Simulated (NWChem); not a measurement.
Species: C₂H₆O₂Si; SMILES OC[SiH2]C=O

```xyz
11

O     -0.9579     2.0849     0.2351
C      0.2059     1.8425     0.0221
Si     0.8311     0.0126    -0.0425
C     -0.6825    -1.1303    -0.0963
O     -0.3440    -2.4941     0.0387
H      0.9328     2.6903    -0.1313
H      1.7429    -0.1718    -1.2123
H      1.6260    -0.2421     1.2031
H     -1.4298    -0.7888     0.6467
H     -1.1726    -1.0118    -1.0767
H     -0.0174    -2.6361     0.9332
```
Atoms are numbered in this order, from 1.

All runs: NWChem. Pople sets run with spherical d functions. The geometry was optimised at PBE0/def2-SVP. Atomic charges in e: unrestrained fits to the electrostatic potential beside Mulliken populations; buried atoms are poorly determined by the fit.

Problem. What does the run give for Hartree-Fock/6-31G*? Quantities: ESP O1; Mulliken O1; ESP C2; Mulliken C2; ESP Si3; Mulliken Si3; ESP C4; Mulliken C4; ESP O5; Mulliken O5; relative RMS misfit of the potential (%).

Solution. 
| Item | Result |
|---|---|
| ESP O1 | -0.48 |
| Mulliken O1 | -0.47 |
| ESP C2 | 0.37 |
| Mulliken C2 | 0.05 |
| ESP Si3 | 0.32 |
| Mulliken Si3 | 0.74 |
| ESP C4 | 0.38 |
| Mulliken C4 | -0.25 |
| ESP O5 | -0.71 |
| Mulliken O5 | -0.76 |
| relative RMS misfit of the potential (%) | 20 |
